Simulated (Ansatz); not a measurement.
A made-up structure of CH$_{3}$Zn (charge +1), singlet:

C1  (-0.036, -0.831, 0.269)
Zn2  (0.048, 1.121, -0.362)
H3  (-0.509, 0.972, 1.055)
H4  (-0.027, -1.148, 1.319)
H5  (0.110, 2.558, -0.827)
(Å)

It is relaxed with PBE-D4/def2-SVP and then PBE0-D4/def2-TZVP (Ansatz 0.2.0). Atoms count as bonded within 1.22 times the sum of their covalent radii (H–H: 0.88 Å). The end point is not checked to be a true minimum.

Does its bonding change? (Judge from chemistry; the calculation decides.)

The calculation gives: Yes. Formed: C1–H3; broken: Zn2–H3.

Where it ends: The first stage lowers the energy by 3.90 eV in 13 steps. It ends as CH₃Zn ([CH2][ZnH]), total charge +1:
```xyz
5
angstrom
C -0.2374 -0.1225 0.8467
Zn 0.1254 1.4208 -0.4581
H -0.9602 -0.0860 1.6709
H 0.2656 -1.0968 0.8141
H 0.3922 2.5567 -1.4200
```

Labels in which every atom is bracketed show which atoms are joined, not bond orders.

For scale, one of the runs: PBE0-D4/def2-TZVP relaxation, 97 basis functions, launched by `ansatz run in.yaml --threads 2 --pin off --events-out ev --progress --plain --max-ram 4352MiB`. Hardware: 2 CPU threads of an Intel Xeon 6975P-C, shared host. Wall time about 6.5 s.
